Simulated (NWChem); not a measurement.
System: C4H5N; SMILES C1=CCN=C1

The following NWChem deck was run.

```
start job
memory heap 200 mb stack 900 mb global 1100 mb
geometry units angstroms noautosym nocenter noautoz
  C      0.728403     0.975594     0.000000
  C     -0.618986     1.015042     0.000000
  C     -1.092412    -0.400449     0.000000
  N      0.080098    -1.241413     0.000000
  C      1.089527    -0.445293     0.000000
  H      1.422761     1.816572     0.000000
  H     -1.259079     1.898504     0.000000
  H     -1.721636    -0.637487     0.878413
  H     -1.721636    -0.637487    -0.878413
  H      2.116540    -0.829793     0.000000
end
basis spherical
  * library def2-svp
end
dft
  xc m06-2x
  iterations 150
end
cosmo
  dielec 20.7
end
task dft energy
```

Parts of the log:

```
             Northwest Computational Chemistry Package (NWChem) 7.3.0
             --------------------------------------------------------

                             Geometry "geometry" -> ""
                             -------------------------

 Output coordinates in angstroms (scale by  1.889725989 to convert to a.u.)

  No.       Tag          Charge          X              Y              Z
 ---- ---------------- ---------- -------------- -------------- --------------
    1 C                    6.0000     0.72840300     0.97559400     0.00000000
    2 C                    6.0000    -0.61898600     1.01504200     0.00000000
    3 C                    6.0000    -1.09241200    -0.40044900     0.00000000
    4 N                    7.0000     0.08009800    -1.24141300     0.00000000
    5 C                    6.0000     1.08952700    -0.44529300     0.00000000
    6 H                    1.0000     1.42276100     1.81657200     0.00000000
    7 H                    1.0000    -1.25907900     1.89850400     0.00000000
    8 H                    1.0000    -1.72163600    -0.63748700     0.87841300
    9 H                    1.0000    -1.72163600    -0.63748700    -0.87841300
   10 H                    1.0000     2.11654000    -0.82979300     0.00000000

 Effective nuclear repulsion energy (a.u.)     158.9202487350

                                 NWChem DFT Module
                                 -----------------

 Summary of "ao basis" -> "ao basis" (spherical)
 ------------------------------------------------------------------------------
       Tag                 Description            Shells   Functions and Types
 ---------------- ------------------------------  ------  ---------------------
 C                          def2-svp                 6       14   3s2p1d
 N                          def2-svp                 6       14   3s2p1d
 H                          def2-svp                 3        5   2s1p

 in cosmo_initialize ...

 solvent parameters
 solvname_short: unkn
 solvname_long:  unknown
 dielec:       20.7000

          ---------------
          -cosmo- solvent
          ---------------
 Cosmo: York-Karplus, doi: 10.1021/jp992097l
 dielectric constant -eps-     =  20.70
 screen = (eps-1)/(eps    )    =   0.95169
 surface charge correction     = lagrangian

   van der Waals surface
 --------------------------

 ---------- ATOMIC COORDINATES (A.U.) ------------ VDWR(ANG.) --
     1    1.37648208    1.84360534    0.00000000     2.000
     2   -1.16971393    1.91815125    0.00000000     2.000
     3   -2.06435935   -0.75673888    0.00000000     2.000
     4    0.15136327   -2.34593041    0.00000000     1.830
     5    2.05890749   -0.84148175    0.00000000     2.000
     6    2.68862844    3.43282332    0.00000000     1.300
     7   -2.37931431    3.58765235    0.00000000     1.300
     8   -3.25342029   -1.20467575    1.65995987     1.300
     9   -3.25342029   -1.20467575   -1.65995987     1.300
    10    3.99968064   -1.56808140    0.00000000     1.300
 number of segments per atom =         32
 number of   points per atom =         32
 atom (   nspa,  nppa )
 ----------------------
    1 (     18,     0 )       0
    2 (     14,     0 )       0
    3 (     14,     0 )       0
    4 (     16,     0 )       0
    5 (     16,     0 )       0
    6 (     12,     0 )       0
    7 (     14,     0 )       0
    8 (     15,     0 )       0
    9 (     15,     0 )       0
   10 (     14,     0 )       0
 number of -cosmo- surface points =      148
 molecular surface =    115.515 angstrom**2
 molecular volume  =     88.947 angstrom**3
 G(cav/disp)       =      1.438 kcal/mol
 -lineq- algorithm             =   0
 -bem- low  level              =   2
 -bem- from -octahedral-
 gaussian surface charge width =   4.50000
 degree of switching           =   1.00000
 switching function tolerance  =   0.00010
 atomic radii =
 --------------
    1  6.000  2.000
    2  6.000  2.000
    3  6.000  2.000
    4  7.000  1.830
    5  6.000  2.000
    6  1.000  1.300
    7  1.000  1.300
    8  1.000  1.300
    9  1.000  1.300
   10  1.000  1.300
 ...... end of -cosmo- initialization ......

            General Information
            -------------------
          SCF calculation type: DFT
          Wavefunction type:  closed shell.
          No. of atoms     :    10
          No. of electrons :    36
           Alpha electrons :    18
            Beta electrons :    18
          Charge           :     0
          Spin multiplicity:     1
          Use of symmetry is: off; symmetry adaption is: off
          Maximum number of iterations: 150
          AO basis - number of functions:    95
                     number of shells:    45
          Convergence on energy requested:  1.00D-06
          Convergence on density requested:  1.00D-05
          Convergence on gradient requested:  5.00D-04

              XC Information
              --------------
                       M06-2X Method XC Functional
                     Hartree-Fock (Exact) Exchange  0.540
                        M06-2X Exchange Functional  1.000
                      M06-2X Correlation Potential  1.000

             Grid Information
             ----------------
          Grid used for XC integration:  medium
          Radial quadrature: Mura-Knowles
          Angular quadrature: Lebedev.
          Tag              B.-S. Rad. Rad. Pts. Rad. Cut. Ang. Pts.
          ---              ---------- --------- --------- ---------
          C                   0.70       49          10.0       434
          N                   0.65       49          10.0       434
          H                   0.35       45          11.0       434
          Grid pruning is: on
          Number of quadrature shells:   470
          Spatial weights used:  Erf1

      Superposition of Atomic Density Guess
      -------------------------------------

 Sum of atomic energies:        -207.23981875

      Non-variational initial energy
      ------------------------------

 Total energy =    -210.656143
 1-e energy   =    -592.576882
 2-e energy   =     223.000490
 HOMO         =      -0.312971
 LUMO         =      -0.047481

   convergence    iter        energy       DeltaE   RMS-Dens  Diis-err
 ---------------- ----- ----------------- --------- --------- ---------
     COSMO gas phase
 d= 0,ls=0.0,diis     1   -209.8333755960 -3.69D+02  8.83D-03  3.64D-01
 d= 0,ls=0.0,diis     2   -209.8499888847 -1.66D-02  4.88D-03  3.76D-01
 d= 0,ls=0.0,diis     3   -209.8880411150 -3.81D-02  1.27D-03  2.60D-02
 d= 0,ls=0.0,diis     4   -209.8910524969 -3.01D-03  3.98D-04  1.60D-03
 d= 0,ls=0.0,diis     5   -209.8912473872 -1.95D-04  1.38D-04  1.58D-04
  Resetting Diis
 d= 0,ls=0.0,diis     6   -209.8912679690 -2.06D-05  4.77D-05  2.57D-05
 d= 0,ls=0.0,diis     7   -209.8912713383 -3.37D-06  3.80D-05  4.66D-06
 d= 0,ls=0.0,diis     8   -209.8912711601  1.78D-07  1.89D-05  6.35D-06
 d= 0,ls=0.0,diis     9   -209.8912719956 -8.35D-07  3.66D-06  1.56D-07

   convergence    iter        energy       DeltaE   RMS-Dens  Diis-err
 ---------------- ----- ----------------- --------- --------- ---------
     COSMO solvation phase
 d= 0,ls=0.0,diis     1   -209.8983198162 -7.05D-03  1.99D-03  3.73D-03
 d= 0,ls=0.0,diis     2   -209.8992316872 -9.12D-04  3.78D-04  2.28D-03
 d= 0,ls=0.0,diis     3   -209.8994448725 -2.13D-04  2.20D-04  3.40D-04
 d= 0,ls=0.0,diis     4   -209.8994909411 -4.61D-05  5.05D-05  2.55D-05
 d= 0,ls=0.0,diis     5   -209.8994940689 -3.13D-06  1.74D-05  2.18D-06
 d= 0,ls=0.0,diis     6   -209.8994943829 -3.14D-07  5.23D-06  2.24D-07

         Total DFT energy =     -209.899494382877
      One electron energy =     -596.930908193220
           Coulomb energy =      258.200049999774
    Exchange-Corr. energy =      -30.309262980003
 Nuclear repulsion energy =      158.920248734955

             COSMO energy =        0.220378055617

 Numeric. integr. density =       36.000003231586

                                   COSMO solvation results
                                   -----------------------

                 gas phase energy =      -209.891271995553
                 sol phase energy =      -209.899494382877
 (electrostatic) solvation energy =         0.008222387324 (    5.16 kcal/mol)

                       DFT Final Molecular Orbital Analysis
                       ------------------------------------

 Vector   16  Occ=2.000000D+00  E=-3.844898D-01
              MO Center=  2.1D-02, -3.3D-01,  5.2D-11, r^2= 2.7D+00
   Bfn.  Coefficient  Atom+Function         Bfn.  Coefficient  Atom+Function
  ----- ------------  ---------------      ----- ------------  ---------------
    62      0.342625   5 C  pz               34     -0.251226   3 C  pz
    48     -0.238960   4 N  pz                6      0.232953   1 C  pz
    65      0.225857   5 C  pz               81     -0.215577   8 H  s
    86      0.215577   9 H  s                51      0.162117   4 N  pz
     9      0.150458   1 C  pz               37     -0.107552   3 C  pz

 Vector   17  Occ=2.000000D+00  E=-3.438275D-01
              MO Center=  1.5D-01, -1.0D+00, -7.4D-11, r^2= 1.9D+00
   Bfn.  Coefficient  Atom+Function         Bfn.  Coefficient  Atom+Function
  ----- ------------  ---------------      ----- ------------  ---------------
    47      0.484812   4 N  py               50     -0.380904   4 N  py
    45      0.240491   4 N  s                44      0.189461   4 N  s
     5     -0.182028   1 C  py               33      0.170570   3 C  py
    61      0.168184   5 C  py               19     -0.148311   2 C  py
    91     -0.140607  10 H  s                 3      0.138435   1 C  s

 Vector   18  Occ=2.000000D+00  E=-3.180491D-01
              MO Center=  4.5D-02,  3.3D-01,  8.9D-11, r^2= 2.3D+00
   Bfn.  Coefficient  Atom+Function         Bfn.  Coefficient  Atom+Function
  ----- ------------  ---------------      ----- ------------  ---------------
    20      0.366631   2 C  pz                6      0.325887   1 C  pz
    48      0.322829   4 N  pz               23      0.271472   2 C  pz
    51     -0.256280   4 N  pz                9      0.241390   1 C  pz
    62     -0.133663   5 C  pz               65     -0.110716   5 C  pz

 Vector   19  Occ=0.000000D+00  E=-8.287827D-04
              MO Center= -3.5D-02,  5.6D-02,  2.3D-10, r^2= 3.1D+00
   Bfn.  Coefficient  Atom+Function         Bfn.  Coefficient  Atom+Function
  ----- ------------  ---------------      ----- ------------  ---------------
    23      0.483535   2 C  pz               51      0.374534   4 N  pz
    20      0.358130   2 C  pz               48     -0.316304   4 N  pz
     9     -0.310741   1 C  pz               65     -0.310591   5 C  pz
    62     -0.264377   5 C  pz               82     -0.261618   8 H  s
    87      0.261618   9 H  s                 6     -0.211530   1 C  pz

 Vector   20  Occ=0.000000D+00  E= 1.069918D-01
              MO Center=  5.5D-01,  2.0D-01,  1.3D-09, r^2= 2.8D+00
   Bfn.  Coefficient  Atom+Function         Bfn.  Coefficient  Atom+Function
  ----- ------------  ---------------      ----- ------------  ---------------
     9      0.727442   1 C  pz               65     -0.671154   5 C  pz
    23     -0.507357   2 C  pz               51      0.386275   4 N  pz
    62     -0.381808   5 C  pz                6      0.376306   1 C  pz
    48     -0.251090   4 N  pz               20     -0.228775   2 C  pz
    37      0.121093   3 C  pz               82     -0.080206   8 H  s

 Vector   21  Occ=0.000000D+00  E= 1.225605D-01
              MO Center= -9.6D-01,  2.4D-01,  1.7D-08, r^2= 7.7D+00
   Bfn.  Coefficient  Atom+Function         Bfn.  Coefficient  Atom+Function
  ----- ------------  ---------------      ----- ------------  ---------------
    31      2.070286   3 C  s                82     -1.155025   8 H  s
    87     -1.155025   9 H  s                77     -0.959700   7 H  s
     3      0.715341   1 C  s                72     -0.687245   6 H  s
    92     -0.667573  10 H  s                22      0.563861   2 C  py
    63      0.414606   5 C  px               35     -0.401619   3 C  px

     Multipole analysis of the density
     ---------------------------------

     L   x y z        total         alpha         beta         nuclear
     -   - - -        -----         -----         ----         -------
     0   0 0 0     -0.000000    -18.000000    -18.000000     36.000000

     1   1 0 0     -0.245970     -0.157782     -0.157782      0.069595
     1   0 1 0      1.040636      0.718945      0.718945     -0.397254
     1   0 0 1     -0.000000     -0.000000     -0.000000      0.000000

     2   2 0 0    -17.488139    -69.143493    -69.143493    120.798847
     2   1 1 0      0.228594     -0.143965     -0.143965      0.516524
     2   1 0 1      0.000000      0.000000      0.000000      0.000000
     2   0 2 0    -24.325457    -71.509828    -71.509828    118.694199
     2   0 1 1      0.000000      0.000000      0.000000      0.000000
     2   0 0 2    -22.884900    -14.197917    -14.197917      5.510934
```

Level: M06-2X/def2-SVP, COSMO on the gas-phase geometry. All runs use the structure optimised with PBE0/def2-SVP. COSMO prints the solvation energy as gas minus solution, so a positive value is a stabilisation.
